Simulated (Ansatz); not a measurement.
SeF₃, SMILES F[Se](F)F, multiplicity 2.

Coordinates come from a B3LYP-D3(BJ)/def2-SVP optimisation. The multiplicity is an assumed one; other spin states were not compared. The isomer is the one that the SMILES or the coordinates give; other isomers of the formula were not compared.

Two levels are set side by side: PBE/def2-SVPD (Ansatz, a quantum-chemistry and plane-wave program) and CAM-B3LYP/def2-SVPD (Ansatz). Energy differences of separate SCF runs at the same geometry; the states with an electron removed or added have multiplicity 1 and 1. Differences are taken from unrounded values.

| quantity | CAM-B3LYP |
|---|---|
| vertical ionisation energy (eV) | 11.80 |
| vertical electron affinity (eV) | 3.07 |

Problem. What does PBE give, and how far is it from CAM-B3LYP? (Estimate from the structure and the level; the computed values follow.)

Solution. 
```csv
quantity,PBE,PBE minus CAM-B3LYP
vertical ionisation energy (eV),10.96,-0.84
vertical electron affinity (eV),2.58,-0.49
```
